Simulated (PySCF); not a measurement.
**LiSn⁻: from constants to spectrum**

ROHF-CCSD(T) constants of LiSn⁻, triplet, unpaired electrons π ↑↑ (PySCF, scalar-relativistic core potentials, basis sets Li def2-SVPD, Sn def2-SVPD with ECP28; masses 7.0160 and 119.9022 u):

| Item | Value |
| --- | --- |
| ωe | 265.3 cm⁻¹ |
| ωexe | 2.54 cm⁻¹ |
| Be | 0.31471 cm⁻¹ |
| αe | 0.00455 cm⁻¹ |
| D (centrifugal) | 1.77e-06 cm⁻¹ |
| De to Li + Sn⁻ | 1.25 eV |

(1) Give the vibrational terms G(v) and spacings up to v = 6.

(2) How well does the Morse estimate ωe²/(4ωexe) reproduce De, and what is D0?

Correlated steps freeze 4 core orbitals. Correlated levels converge slowly with the basis: in double zeta they bind strong bonds too weakly, by up to about 1 eV, and carry superposition errors of some tenths. Spin–orbit coupling is left out, which matters for elements this heavy, above all for dissociation energies. For an ion De counts to the pair picked by the measured ionisation energies or electron affinities, which need not be the lowest pair at this level. The CCSD T1 diagnostic is raised, a sign that a single reference may not be enough here. The state is the lowest determinant that a PBE0 search found; another state may lie lower at other levels.

Answers

(1) G(v) = ωe(v+½) − ωexe(v+½)².

| v | G(v) (cm⁻¹) | G(v) − G(v−1) | Bv (cm⁻¹) |
| --- | --- | --- | --- |
| 0 | 132 |  | 0.3124 |
| 1 | 392 | 260 | 0.3079 |
| 2 | 647 | 255 | 0.3033 |
| 3 | 897 | 250 | 0.2988 |
| 4 | 1142 | 245 | 0.2942 |
| 5 | 1382 | 240 | 0.2897 |
| 6 | 1617 | 235 | 0.2851 |

(2) It gives 0.86 eV, 69 % of the computed De. D0 = De − G(0) = 1.25 − 0.02 = 1.23 eV.
